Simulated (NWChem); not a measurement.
# C$_{2}$H$_{4}$GeN$_{2}$; SMILES [N]1=CN=[CH][GeH2]1

```xyz
9

C      1.2973     0.6528     0.0000
N      0.6380     1.7457     0.0000
C     -0.7926     1.5291     0.0000
N     -1.3573     0.3918     0.0000
Ge     0.0299    -0.8671     0.0000
H      2.3949     0.6872     0.0000
H     -1.3737     2.4642     0.0000
H      0.0151    -1.7290     1.2685
H      0.0151    -1.7290    -1.2685
```
Atoms are numbered in this order, from 1.

Program: NWChem. Geometry: optimised at PBE0/def2-SVP. Level SCAN/def2-SVP: energy and gradient on several grids; changes count from the extra-fine grid, which is no exact limit either.

```tsv
grid	size of the energy change (μHa)	largest change of a gradient component (μHa/bohr)	time, medium = 1 (rough)
xcoarse	1000	6000	about 1
coarse	20000	2000	about 1
medium	5000	800	about 1
fine	800	1000	about 1
xfine	< 10	< 30	2
```
